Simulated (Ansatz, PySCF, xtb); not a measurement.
Barrier from R1 to the saddle point P1, each structure at its B3LYP-D3(BJ)/def2-TZVP stationary point, reached from a drawn start; harmonic modes at that level show the others as minima.
R1, PH3 (SMILES P) (charge 0, multiplicity 1):
```xyz
4

P      0.000     0.000     0.577
H      1.192     0.000    -0.192
H     -0.596     1.032    -0.192
H     -0.596    -1.032    -0.192
```
P1, H3P, a first-order saddle point (one imaginary mode, 1100i cm⁻¹) (charge 0, multiplicity 1):
| atom | x (Å) | y (Å) | z (Å) |
|---|---|---|---|
| P | 0.0000 | 0.0000 | 0.0000 |
| H | 1.3800 | 0.0000 | 0.0000 |
| H | -0.6900 | 1.1951 | 0.0000 |
| H | -0.6900 | -1.1951 | 0.0000 |

| level | barrier height (kcal/mol) | minus CCSD(T)/cc-pV(Q+d)Z |
|---|---|---|
| GFN1-xTB | 55.94 | 22.47 |
| GFN2-xTB | 42.64 | 9.17 |
| HF/cc-pV(D+d)Z | 37.81 | 4.33 |
| SVWN5/def2-TZVPP | 31.74 | -1.73 |
| PBE/def2-TZVPP | 33.00 | -0.47 |
| PBE-D3(BJ)/def2-TZVPP | 33.01 | -0.46 |
| PBE-D4/def2-TZVPP | 33.01 | -0.46 |
| BLYP/def2-TZVPP | 33.86 | 0.38 |
| BLYP-D3(BJ)/def2-TZVPP | 33.89 | 0.42 |
| BLYP-D4/def2-TZVPP | 33.90 | 0.43 |
| revPBE-D3(BJ)/def2-TZVPP | 33.38 | -0.09 |
| r2SCAN/def2-TZVPP | 32.72 | -0.75 |
| r2SCAN-D3(BJ)/def2-TZVPP | 32.72 | -0.75 |
| B97M-V/def2-TZVPP | 33.96 | 0.49 |
| B3LYP/def2-TZVPP | 33.90 | 0.43 |
| B3LYP-D3(BJ)/def2-TZVPP | 33.92 | 0.45 |
| B3LYP-D4/def2-TZVPP | 33.93 | 0.45 |
| PBE0/def2-TZVPP | 33.16 | -0.31 |
| PBE0-D3(BJ)/def2-TZVPP | 33.17 | -0.30 |
| BHLYP/def2-TZVPP | 34.41 | 0.94 |
| BHLYP-D3(BJ)/def2-TZVPP | 34.42 | 0.95 |
| BHLYP-D4/def2-TZVPP | 34.42 | 0.95 |
| M06-2X/def2-TZVPP | 33.74 | 0.27 |
| CAM-B3LYP/def2-TZVPP | 33.49 | 0.01 |
| CAM-B3LYP-D4/def2-TZVPP | 33.50 | 0.03 |
| wB97X-V/def2-TZVPP | 33.22 | -0.25 |
| wB97M-V/def2-TZVPP | 33.87 | 0.40 |
| B2PLYP/def2-TZVPP | 33.92 | 0.45 |
| B2PLYP-D3(BJ)/def2-TZVPP | 33.93 | 0.46 |
| B2PLYP-D4/def2-TZVPP | 33.93 | 0.46 |
| MP2/cc-pV(D+d)Z | 36.16 | 2.69 |
| MP2/cc-pV(Q+d)Z | 32.82 | -0.65 |
| SCS-MP2/cc-pV(D+d)Z | 37.17 | 3.70 |
| SCS-MP2/cc-pV(T+d)Z | 34.79 | 1.31 |
| SCS-MP2/cc-pV(Q+d)Z | 33.87 | 0.40 |
| CCSD/cc-pV(D+d)Z | 36.99 | 3.51 |
| CCSD/cc-pV(T+d)Z | 34.66 | 1.19 |
| CCSD/cc-pV(Q+d)Z | 33.82 | 0.35 |
| CCSD(T)/cc-pV(D+d)Z | 37.03 | 3.56 |
| CCSD(T)/cc-pV(Q+d)Z | 33.47 | 0.00 |

 The comparison column counts from a level with limits of its own.

P less R. No zero-point or thermal terms. No path was followed down from the saddle.

Frozen-core correlation throughout.

The values were computed with Ansatz (Gaussian basis) for Hartree–Fock, density functionals and correlated methods; PySCF for M06-2X and the D3/D4 terms; xtb for the GFN methods. All values are computed, each at the level named.

Ansatz is a quantum-chemistry and plane-wave program.
